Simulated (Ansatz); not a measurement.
Program: Ansatz 0.2.0.

A structure relaxed at PBE0-D4/def2-TZVP, charge 0, multiplicity 1:

Cartesian coordinates in Å:
```
B 0.563 0.034 1.274
C 0.434 1.073 0.111
N -0.165 0.681 -0.949
C -0.622 -0.660 -0.891
S -0.209 -1.444 0.717
H 1.069 0.159 2.342
H 0.805 2.098 0.118
H -1.707 -0.694 -1.029
H -0.168 -1.247 -1.694
```

(1) Give its formula and SMILES.

(2) Point group (tolerance 0.08 Å, 0.16 Å for H)?

(3) Summarise the bond lengths by kind.

Results:

(1) C2H4BNS, `B1C=NCS1`.

(2) Cs.

(3) 1 × B–C 1.565 Å; 1 × B–S 1.758 Å; 1 × B–H 1.188 Å; 2 × C–N 1.279 to 1.418 Å; 3 × C–H 1.090 to 1.094 Å; 1 × C–S 1.836 Å.
